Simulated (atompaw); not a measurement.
## What one change does to a pseudopotential (Ag (Z = 47), PAW (atompaw))

```json
{
 "Element": "Ag",
 "Generator": "atompaw 4.2.0.5",
 "Type": "PAW",
 "Functional": "PBEsol",
 "Relativity": "scalar-relativistic",
 "Frozen core": "[Kr]",
 "Valence charge": "11",
 "Reference configuration": "4d10 5s0 5p1",
 "Partial waves": "5s (bound, empty): rc 2.70 bohr; 5s channel at 3.05 Ry: rc 2.70 bohr; 5p (bound): rc 2.70 bohr; 5p channel at 3.3 Ry: rc 2.70 bohr; 4d (bound): rc 2.70 bohr; 4d channel at -0.4 Ry: rc 2.70 bohr",
 "Local potential": "ultrasoft scheme with l = 3 at 1 Ry, radius 2.50 bohr",
 "Core correction": "smooth core density matched at 1.95 bohr",
 "Augmentation charge": "besselshape compensation charge, radius 2.10 bohr; PAW radius 2.70 bohr; waves and projectors: custom rrkj gramschmidtortho"
}
```

Change: all radii scaled by about 0.82 (s 2.22, p 2.22, d 2.22 bohr); local potential ultrasoft scheme with l = 3 at 1 Ry, radius 2.06 bohr; augmentation besselshape compensation charge, radius 1.72 bohr; PAW radius 2.22 bohr; waves and projectors: custom rrkj gramschmidtortho; core correction smooth core density matched at 1.60 bohr.

Cutoffs: the cutoffs (Ry, on a coarse ladder) from which the occupation-weighted sum of valence levels, in a spherical-Bessel basis at the reference potential, stays within 10 and 1 mRy of its value at 400 Ry; they do not see the model core or the augmentation charge, which bear on the density cutoff.

What does the change do?

The potential gets harder (15 Ry and 25 Ry → 21 Ry and 35 Ry); neither file shows a bound ghost. A smaller radius makes the pseudo-wave follow the all-electron one further in, where it bends more sharply, so more plane waves are needed.

```csv
quantity,base,changed
"cutoff, loose",15 Ry,21 Ry
"cutoff, tight",25 Ry,35 Ry
loose cutoff by channel (10 mRy a level),"p 6 Ry, d 10 Ry","p 6 Ry, d 18 Ry"
bound ghosts,none,none
lowest overlap eigenvalue by channel,"s 0.65, p 0.69, d 0.31","s 0.62, p 0.61, d 1.00"
```

 The cutoffs see the waves, projectors and local potential, not the compensation charge or the core.
